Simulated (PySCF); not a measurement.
Input of a run (PBE0-D3(BJ)/def2-SVP geometry optimisation, gas phase (PySCF 2.14.0)), started from GFN2-xTB:
```
{"job": {"xc": "PBE0", "basis": "def2-SVP", "d3": "d3bj", "grid": 1, "maxiter": 40, "shake": 0.03, "kind": "geom"}, "charge": 0, "multiplicity": 1}
Ga     0.060560    -0.076470     0.012040
Br     2.276900    -0.040730     0.006460
Br    -1.183640     1.992470    -0.042790
Br    -1.070520    -1.965710    -0.006180
```

Output (energies in Eh, forces in Eh/bohr):
```
step   0  E = -9645.16992524  max force = 0.040497
step   1  E = -9645.17618003  max force = 0.005079
step   2  E = -9645.17628629  max force = 0.001191
step   3  E = -9645.17635894  max force = 0.001403
step   4  E = -9645.17636524  max force = 0.000912
step   5  E = -9645.17637072  max force = 0.001009
step   6  E = -9645.17637840  max force = 0.001025
step   7  E = -9645.17638524  max force = 0.001041
step   8  E = -9645.17639225  max force = 0.001068
step   9  E = -9645.17639832  max force = 0.001099
step  10  E = -9645.17640418  max force = 0.001137
step  11  E = -9645.17641778  max force = 0.001251
step  12  E = -9645.17643010  max force = 0.001231
step  13  E = -9645.17643377  max force = 0.001252
step  14  E = -9645.17643440  max force = 0.001259
optimisation converged
```

Question: Summarise the run.

Answer: The energy falls by 4.1 kcal/mol over 15 energy and gradient evaluations, the largest force component goes from 0.0405 to 1.3e-03 Eh/bohr, and the atoms move by 0.062 Å rms after alignment. The bond that changes most is Ga1–Br3 (ends: gallium bonded to 3 Br; bromine bonded to Ga), which shortens by 0.151 Å. Bonds longer at the end by more than 0.005 Å: 2 of 3; shorter: 1. Among the angles that change most is Br3–Ga1–Br4, from 118.0° to 120.7°. The energy never rose by more than 1e-6 Eh on the way. The first step brought 96 % of the lowering.

Question: What are the final bond lengths?

Answer: Ga1–Br2 2.265 Å, Ga1–Br3 2.264 Å, Ga1–Br4 2.265 Å. Numbering counts from 1 in the input's order; the species is `[Br][Ga]([Br])[Br]`.

The run used 128 basis functions and 75 SCF cycles in all. Hardware: one thread, Intel Xeon at 2.50 GHz (x86_64), no GPU, on a shared host. Cost: 6.6 min wall, 5.5 min CPU, 0.59 GiB resident at most.

No PBE0-D3(BJ)/def2-SVP frequencies stand behind this structure, so it isn't proved a minimum.
